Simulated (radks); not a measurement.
Results of a calculation; reference values are marked as such.
Q: Coherent X-ray form factor from a spherical all-electron density. Code: a radial shooting solver on a logarithmic mesh with Libxc functionals. Model: Dirac Kohn-Sham, PBE, spin-unpolarised, spherical densities, finite nucleus; Fermi nuclear charge, rms radius of each element as measured or else 0.836 A^(1/3) + 0.57 fm.

sin(theta)/lambda (1/angstrom),f0 (electrons)
0.05,33.878
0.1,33.518
0.15,32.936
0.2,32.158
0.25,31.217
0.3,30.149
0.4,27.786
0.5,25.345
0.6,23.025
0.8,19.076
1,15.981
1.25,12.859
1.5,10.337
2,7.080

The species is in the configuration that NIST lists as its ground one. Which atom or ion scatters so?

A: The indium ion In15+, [Ar] 3d10 4s2 4p4. Extrapolating in s^2 from the first two rows gives f0(0) = 34.0, near the electron count 34; among species with that count, the fall with angle is slower the higher Z, and the table is that of Z = 49; from so few rows the species is fixed only to a neighbour or two.
